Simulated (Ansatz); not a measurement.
CrO₂⁻. Charge -1, multiplicity 2. Geometry PBE0-D4/def2-TZVPD; atoms count from 1.

Cartesian coordinates in Å:
```
Cr 0.091 0.320 0.224
O -0.820 -0.747 1.043
O 0.729 0.427 -1.266
```

The charge -1 doublet is spin-contaminated (final ⟨S²⟩ up to 1.75, 0.75 for a pure state). At PBE0-D4/def2-TZVPD a quartet of charge -1 lies 0.80 eV below the doublet, each at its own geometry. The structure comes from a short search, and lower isomers may exist.

(1) Estimate the Mulliken populations from the PBE0/def2-TZVPD orbitals of Ansatz.

(2) Where does the spin sit?

(3) And the Mayer bond orders between heavy atoms (over 0.3)?

## Answers

(1) 
| atom | charge (e) | spin (α − β) | d electrons |
| --- | --- | --- | --- |
| Cr1 | 0.99 | 1.11 | 4.31 |
| O2 | -0.99 | -0.05 | – |
| O3 | -0.99 | -0.05 | – |
Mulliken values depend strongly on the basis. With diffuse functions, as here, like atoms can get unlike values, and bond orders can come out too low or too high.

(2) Summed by element: Cr 1.11, O -0.11, of 1 unpaired in all. Largest on single atoms: Cr1 1.11, O2 -0.05, O3 -0.05.

(3) Cr1–O2 1.45 (1.62 Å); Cr1–O3 1.45 (1.62 Å).
